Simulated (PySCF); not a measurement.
C3H12BN.
Numbering: `[CH3:1][CH2:2][CH2:3][BH2-:4][NH3+:5]` (hydrogens: H6, H7, H8 on C1; H9, H10 on C2; H11, H12 on C3; H13, H14 on B4; H15, H16, H17 on N5)

Method: PySCF 2.14.0, PBE0-D3(BJ)/def2-SVP geometry optimisation, gas phase; density fitting, grid level 1; the optimiser is geomeTRIC in internal coordinates, started from a GFN2-xTB structure.

Step 0: E = -5463.1917 eV
```
atom  x, y, z in Å  |  force x, y, z in eV/Å
C1      2.4177    0.2231    0.0002   -0.570   0.229   0.336
C2      0.9650    0.2227    0.4675    0.323  -0.495  -0.655
C3      0.0756   -0.6824   -0.3875   -0.404   0.380   0.703
B4     -1.4722   -0.7888    0.1024    0.816   0.595  -0.609
N5     -2.1139    0.7197   -0.1304    0.262  -0.792   0.186
H6      3.0308    0.8719    0.6246    0.345   0.233   0.189
H7      2.4876    0.5728   -1.0290    0.096   0.118  -0.423
H8      2.8287   -0.7831    0.0439    0.212  -0.416  -0.008
H9      0.5979    1.2560    0.4420   -0.135   0.379   0.121
H10     0.9229   -0.1131    1.5060   -0.092  -0.009   0.400
H11     0.5173   -1.6809   -0.3793    0.084  -0.428  -0.056
H12     0.1387   -0.3395   -1.4269    0.027   0.040  -0.469
H13    -2.1254   -1.5164   -0.5803   -0.536  -0.456  -0.434
H14    -1.5916   -1.0053    1.2683   -0.132  -0.115   0.829
H15    -1.5786    1.3684    0.4355    0.010   0.344   0.072
H16    -2.0187    0.9572   -1.1113   -0.070   0.226  -0.211
H17    -3.0887    0.7296    0.1443   -0.236   0.168   0.030
```

**Question.** Estimate the geometry and energy of step 1. (The exact step hangs on the optimiser's Hessian estimate; all steps are aligned on step 0, rigid shifts and turns removed.)

**Answer.** E = -5463.2766 eV, largest force 0.179 eV/Å
```
atom  x, y, z in Å  |  force x, y, z in eV/Å
C1      2.4342    0.2361    0.0076    0.076  -0.039  -0.057
C2      0.9813    0.2089    0.4523   -0.075   0.080   0.126
C3      0.0783   -0.6947   -0.3828    0.100  -0.020  -0.134
B4     -1.4629   -0.7801    0.0784   -0.066  -0.129   0.105
N5     -2.1184    0.7062   -0.1193   -0.021   0.168  -0.056
H6      3.0572    0.8937    0.6359   -0.024  -0.010  -0.004
H7      2.5246    0.5856   -1.0355    0.005  -0.012   0.032
H8      2.8706   -0.7765    0.0482   -0.002   0.042  -0.006
H9      0.6000    1.2541    0.4438    0.017  -0.062   0.012
H10     0.9240   -0.1088    1.5106    0.001   0.029  -0.051
H11     0.4952   -1.7196   -0.3597   -0.047   0.029   0.006
H12     0.1605   -0.3902   -1.4498   -0.010  -0.034   0.044
H13    -2.1607   -1.5164   -0.6207    0.039   0.039   0.028
H14    -1.6108   -1.0125    1.2819    0.013   0.002  -0.068
H15    -1.6062    1.4072    0.4223   -0.039  -0.058  -0.026
H16    -2.0793    0.9903   -1.1013   -0.021  -0.011   0.064
H17    -3.0948    0.7287    0.1781    0.054  -0.017  -0.013
```

The energy changes by -0.0849 eV. The first-order estimate −F·Δx gives -0.1839 eV and the mean of the old and new forces, exact on a quadratic surface, -0.0844 eV. The step makes an angle of 65° with the force vector and moves no atom by more than 0.070 Å.

The cost below is that of the whole optimisation. The run took 22 s of wall time on Arm Neoverse V2, one thread, no GPU (shared host), and the process peaked at 0.51 GiB of memory.
